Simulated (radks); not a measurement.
Task: All-electron atom: Tm3+ in [Xe] 4f12. Method: Dirac Kohn-Sham, BLYP, spin-unpolarised, spherical densities, finite nucleus; open shells fill j = l - 1/2 first; Fermi nuclear charge, rms radius 5.2256 fm; computed with a radial shooting solver on a logarithmic mesh with Libxc functionals. Some entries of the table are withheld. Estimate them.

orbital  occ.  eigenvalue (eV)  <1/r> (bohr^-1)
1s1/2       2        -59242.22            79.07
2s1/2       2        -10017.37            19.05
2p1/2       2        -9551.349            19.03
2p3/2       4        -8570.898            16.42
3s1/2       2        -2277.342            6.978
3p1/2       2        -2071.926            6.895
3p3/2       4        -1864.942            6.227
3d3/2       4        -1513.834            6.114
3d5/2       6        -1468.598            5.952
4s1/2       2        -475.3330              (1)
4p1/2       2        -392.6649            2.814
4p3/2       4        -345.7960            2.582
4d3/2       4              (2)            2.362
4d5/2       6              (3)            2.305
5s1/2       2              (4)            1.107
5p1/2       2         -60.4936              (5)
5p3/2       4         -54.2358              (6)
4f5/2       6              (7)            1.763
4f7/2       6              (8)            1.736

Result: 
(1) 4s1/2 <1/r> (bohr^-1): 2.923
(2) 4d3/2 eigenvalue (eV): -209.6162
(3) 4d5/2 eigenvalue (eV): -201.0692
(4) 5s1/2 eigenvalue (eV): -83.5219
(5) 5p1/2 <1/r> (bohr^-1): 0.9811
(6) 5p3/2 <1/r> (bohr^-1): 0.9021
(7) 4f5/2 eigenvalue (eV): -36.1622
(8) 4f7/2 eigenvalue (eV): -34.8895
